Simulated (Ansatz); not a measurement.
Total energies of the cluster Al3Sb3⁺ (the lowest doublet isomer of a short search) from Ansatz at PBE0-D4/def2-TZVP, gas phase (1 Eh = 27.2114 eV = 2625.5 kJ/mol). The reference geometry is relaxed at PBE0-D4/def2-SVP.

```xyz
6

Al   -1.0111    0.1729    1.3811
Al   -0.7178    0.2658   -1.4780
Al    1.5428   -0.4700    0.2048
Sb    1.2411    0.5658    2.5066
Sb    1.7215    0.0155   -2.3411
Sb   -2.7764   -0.5500   -0.2734
```

```csv
state,geometry,energy (Eh)
charge 1 doublet,reference,-1447.65656
charge 0 singlet,reference,-1447.90429
charge 1 quartet,relaxed at PBE0-D4/def2-SVP,-1447.64895
```

In the def2 sets Sb takes a core potential; there is no spin–orbit coupling.

(1) Work out the vertical electron affinity, to the singlet.

(2) Which of the charge 1 states is lowest, and how far above it are the others?

(1) E(charge 1 doublet) − E(charge 0 singlet) = -1447.65656 − (-1447.90429) = 0.24773 Eh = 6.74 eV.

(2) The doublet. quartet: -1447.64895 − (-1447.65656) = 0.00761 Eh = 20.0 kJ/mol.

At PBE0-D4/def2-TZVP the charge 1 doublet is spin-contaminated (final ⟨S²⟩ up to 0.87, 0.75 for a pure state). 

The structure comes from a short search, and lower isomers may exist.
